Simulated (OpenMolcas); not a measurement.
# N3+: effect of the basis set

```json
{
  "Program": "OpenMolcas",
  "Method": "MS-CASPT2, IPEA 0.25 Eh, imaginary shift 0.1 Eh (closed shells correlated: 1s)",
  "Active space": "2 electrons in 4 orbitals (2s 2p)",
  "State averaging": "2S+1 = 3 even, 3 roots; 2S+1 = 1 even, 7 roots; 2S+1 = 3 odd, 3 roots; 2S+1 = 1 odd, 3 roots",
  "Spin-orbit coupling": "RASSI with atomic mean-field integrals over the reference wave functions, term energies averaged over their components"
}
```

A. ANO-RCC-VDZP [3s2p1d], DKH2, point nucleus; CASPT2 step roughly 1.7 core-seconds
B. ANO-L-VTZP [4s3p2d1f], non-relativistic, point nucleus; CASPT2 step of the order of 1.8 core-seconds
C. ANO-RCC-VTZP [4s3p2d1f], DKH2, point nucleus; CASPT2 step roughly 1.9 core-seconds
D. ANO-R3 [4s4p2d1f], X2C, finite nucleus; CASPT2 step about 1.5 core-seconds
E. ANO-R2 [4s4p2d1f], X2C, finite nucleus; CASPT2 step of the order of 2.1 core-seconds
F. ANO-RCC-VQZP [5s4p3d2f1g], DKH2, point nucleus; CASPT2 step roughly 1.6 core-seconds

Energies in cm⁻¹ above 2s² ¹S₀, the measured ground level; measured values from Moore, Selected Tables of Atomic Spectra, NSRDS-NBS 3, section 4.

```json
{"Level": "2s² ¹S₀", "A": "0.0", "B": "0.0", "C": "0.0", "D": "0.0", "E": "0.0", "F": "0.0", "Measured": "0.0"}
{"Level": "2s 2p ³P°₀", "A": "67570", "B": "67240", "C": "67240", "D": "67540", "E": "67540", "F": "67260", "Measured": "67209"}
{"Level": "2s 2p ³P°₁", "A": "67630", "B": "67310", "C": "67310", "D": "67600", "E": "67600", "F": "67330", "Measured": "67272"}
{"Level": "2s 2p ³P°₂", "A": "67760", "B": "67440", "C": "67450", "D": "67740", "E": "67740", "F": "67470", "Measured": "67416"}
{"Level": "2s 2p ¹P°₁", "A": "135520", "B": "134280", "C": "132940", "D": "133080", "E": "133080", "F": "132120", "Measured": "130694"}
{"Level": "2p² ³P₀", "A": "176910", "B": "176300", "C": "175930", "D": "176280", "E": "176280", "F": "175720", "Measured": "175535"}
{"Level": "2p² ³P₁", "A": "176970", "B": "176370", "C": "176000", "D": "176350", "E": "176350", "F": "175790", "Measured": "175608"}
{"Level": "2p² ³P₂", "A": "177100", "B": "176500", "C": "176130", "D": "176480", "E": "176480", "F": "175920", "Measured": "175733"}
{"Level": "2p² ¹D₂", "A": "192840", "B": "191380", "C": "190560", "D": "190860", "E": "190860", "F": "189970", "Measured": "188882"}
{"Level": "2p² ¹S₀", "A": "242050", "B": "240090", "C": "237640", "D": "237650", "E": "237650", "F": "236220", "Measured": "235369"}
```

Deviations, from unrounded energies. A percentage is the sum of absolute deviations over the sum of measured energies, with the sign that they share, or ± where signs differ.

```json
{"Against measurement": "mean absolute deviation (cm-1)", "Levels": "9", "A": "2300", "B": "1500", "C": "830", "D": "1100", "E": "1100", "F": "450"}
{"Against measurement": "other configurations (%)", "Levels": "9", "A": "+1.6", "B": "+1.0", "C": "+0.6", "D": "+0.8", "E": "+0.8", "F": "+0.3"}
```

F lies closest to measurement on these levels and A furthest from it. The largest miss of F in the table is 2s 2p ¹P°₁, by +1400 cm-1. The ranking rests on the paired levels alone, and a cruder setting can come out closer through cancelling errors.

Among A to F the level of the table that moves most is 2p² ¹S₀, by 5800 cm-1 (lowest in F, highest in A). Moves below CASPT2's spread within the term are not significant.

CASPT2 does not keep the components of a term degenerate, so their means are used; among the terms shown or strongly mixed into the levels shown the widest spread is 80 cm-1 (2p² ¹D, A). The basis is small and was not contracted for so high a charge (holds for A). Computed and measured levels are paired by configuration, term and J; levels that our copy of the source lacks, or whose pairing is in doubt (as where it misses far off the trend of its configuration), stay unpaired and out of the deviations. Levels of configurations outside the active space are missing.

° marks odd parity.
